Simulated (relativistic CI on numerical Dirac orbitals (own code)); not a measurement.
# Tc⁴⁺: M2,3 absorption edge

Computed with this model: Dirac-Coulomb-Breit CI, orbitals from a KLI potential per configuration, QED by a radiative potential, multiplet model of core-to-valence dipole absorption, unscaled Slater integrals; configurations [Kr] 4d3 → [Ne] 3s2 3p5 3d10 4s2 4p6 4d4; 300 K; Lorentzian 2 eV and Gaussian 0.4 eV FWHM. Energies are those of the free ion, without screening or charge transfer. The branching ratio is the share of the lower-energy edge in the whole absorption, uncertain by about 0.02 where the edges overlap. S is read from ⟨S²⟩ = S(S + 1).

Computed curve for free ion, scaled to 100 at the maximum (points under 2 are left out and the grid is thinned):

Energy (eV), Intensity and a bar:
```
   426.00        2.0 
   426.75        2.4 
   427.50        2.9 
   428.50        3.9 #
   429.25        5.0 #
   430.00        6.7 #
   430.75        9.6 ##
   431.50       14.7 ####
   432.25       25.4 #######
   433.25       53.6 ################
   434.00       72.1 #####################
   434.75       84.5 #########################
   435.50      100.0 ##############################
   436.25       86.8 ##########################
   437.25       43.4 #############
   438.00       25.9 #######
   438.75       17.3 #####
   439.50       12.5 ###
   440.25        9.5 ##
   441.00        7.2 ##
   442.00        4.7 #
   442.75        3.6 
   443.50        2.9 
   444.25        2.5 
   445.00        2.1 
   450.25        2.2 
   451.25        3.1 
   452.00        4.8 #
   452.75        8.3 ##
   453.50       11.4 ###
   454.25       10.1 ##
   455.25       12.9 ###
   456.00       19.3 #####
   456.75       19.0 #####
   457.50       12.5 ###
   458.25        7.4 ##
   459.00        5.2 #
   460.00        4.9 #
   460.75        3.7 #
   461.50        2.3
```

The ground state has S = 1.49, and the centroid lies at 438.89 eV.
